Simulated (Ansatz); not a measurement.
Cartesian coordinates in Å:
```
F 0.0218 1.3293 -1.5676
C 0.6103 0.3483 -0.7876
Ge -0.6406 -0.1998 0.6329
Br 0.4901 -1.8254 1.8292
H 1.5284 0.7468 -0.3492
H 0.8602 -0.5063 -1.4211
H -1.9122 -0.8416 0.0662
H -0.9580 0.9488 1.5972
```

Charge 0, multiplicity 1.

Task: List the PBE/def2-TZVPP orbital energies in eV (Ansatz 0.2.0). (Best estimate.)

Result: Ansatz gave: Occupied: -13088.84, -10805.36, -1681.97, -1516.35, -1516.27, -1516.27, -1338.69, -1192.14, -1192.09, -1192.09, -660.16, -271.29, -228.76, -170.94, -170.71, -170.70, -163.29, -114.82, -114.67, -114.67, -67.60, -67.54, -67.53, -67.36, -67.36, -30.62, -30.58, -30.55, -30.45, -30.45, -30.20, -19.28, -17.49, -13.88, -12.49, -12.20, -10.89, -9.22, -8.96, -8.40, -7.85, -7.07, -6.94. Lowest empty: -1.54, -0.33, 0.05, 0.80, 1.12, 1.65, 2.05, 3.67.
